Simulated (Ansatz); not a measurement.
`C=[C](I)[In]([OH])[Cl]`, 9 atoms. Charge 0, multiplicity 1. Correlated methods include outer-core shells of I, In, which these sets cover unevenly. I, In: def2 effective core potential. Hardware: A = 2 threads of an AMD EPYC 7R13 on a shared host and a share of an NVIDIA H100 80 GB; B = 2 threads of an AMD EPYC 7R13 on a shared host. Correlated methods freeze the cores. Open-shell runs search over several starts.

(1) How many basis functions does each run have, and how long does it take in Ansatz? RKS ωB97M-V/def2-QZVPP energy [A]; UHF-MP2/def2-QZVPP energy of the cation [A]; RKS PBE0-D4/def2-TZVP relaxation (38 steps) [A]; RKS HSE06 (plane-wave form)-D4/def2-TZVPP energy [A]; RKS ωB97M-V/def2-SVP energy [B]; RHF-CCSD(T)/def2-TZVPP energy [A]; RKS PBE0-D4/def2-TZVP frequencies [A]; RKS ωB97M-V/def2-TZVPP energy and forces [A]; UKS ωB97X-V/def2-TZVPP energy of the cation [A]; RKS r2SCAN0-D4/def2-TZVPP energy [A]; RKS ωB97X-V/def2-TZVPP energy [A]; UKS B3LYP-D4/def2-TZVPP energy of the cation [A]. (Estimate.)

Answers

(1) The calculation gave: Other jobs shared the machine, so times are rough.

```tsv
level	job	functions	wall time	peak host memory (GiB)
RKS r2SCAN0-D4/def2-TZVPP	energy [A]	277	2.7 s	0.88
RKS HSE06 (plane-wave form)-D4/def2-TZVPP	energy [A]	277	3.1 s	0.86
RKS ωB97X-V/def2-TZVPP	energy [A]	277	6 s	0.93
RKS ωB97M-V/def2-TZVPP	energy and forces [A]	277	7.5 s	1
RKS ωB97M-V/def2-QZVPP	energy [A]	495	10 s	1.2
RKS ωB97M-V/def2-SVP	energy [B]	127	11 s	0.6
RHF-CCSD(T)/def2-TZVPP	energy [A]	277	14 s	1.2
UHF-MP2/def2-QZVPP	energy of the cation [A]	495	20 s	1.2
UKS ωB97X-V/def2-TZVPP	energy of the cation [A]	277	29 s	1.1
UKS B3LYP-D4/def2-TZVPP	energy of the cation [A]	277	36 s	0.96
RKS PBE0-D4/def2-TZVP	frequencies [A]	248	71 s	0.93
RKS PBE0-D4/def2-TZVP	relaxation (38 steps) [A]	248	110 s	0.94
```

B3LYP here is the variant with VWN-RPA as its local correlation; programs differ in this.
